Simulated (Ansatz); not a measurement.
One change: CH₃NH₂ becomes `C[NH][GeH3]`.

Ansatz, PBE0-D4/def2-TZVP geometries, multiplicity 1. 

Scalar relativity is left out up to krypton.

```json
{"property": "HOMO–LUMO gap (B3LYP/def2-TZVPP) / eV", "CH₃NH₂": "7.34"}
{"property": "HOMO energy (ωB97M-V/def2-TZVPP) / eV", "CH₃NH₂": "-9.22"}
{"property": "LUMO energy (PBE/def2-TZVPP) / eV", "CH₃NH₂": "0.35"}
{"property": "HOMO–LUMO gap (PBE/def2-TZVPP) / eV", "CH₃NH₂": "5.61"}
{"property": "LUMO energy (PBE0/def2-TZVPP) / eV", "CH₃NH₂": "1.16"}
{"property": "HOMO–LUMO gap (ωB97M-V/def2-TZVPP) / eV", "CH₃NH₂": "11.76"}
```

**Question.** Give the same properties after the change, and the shifts. (An estimate is asked.)

**Answer.** The calculation gave: 
```
                               property  `C[NH][GeH3]`  shift
  HOMO–LUMO gap (B3LYP/def2-TZVPP) / eV           6.71  -0.63
  HOMO energy (ωB97M-V/def2-TZVPP) / eV          -8.99   0.23
      LUMO energy (PBE/def2-TZVPP) / eV          -0.27  -0.62
    HOMO–LUMO gap (PBE/def2-TZVPP) / eV           5.01  -0.60
     LUMO energy (PBE0/def2-TZVPP) / eV           0.56  -0.60
HOMO–LUMO gap (ωB97M-V/def2-TZVPP) / eV          11.15  -0.61
```

With PBE0 the HOMO rises by 0.13 eV and the LUMO falls by 0.60 eV, so the gap narrows by about 0.73 eV. PBE moves the HOMO by -0.01 eV and ωB97M-V by 0.23 eV. The zero-point energy changes by 34.5 kJ/mol with +9 modes.

B3LYP here is the variant with VWN-RPA as its local correlation; programs differ in this.
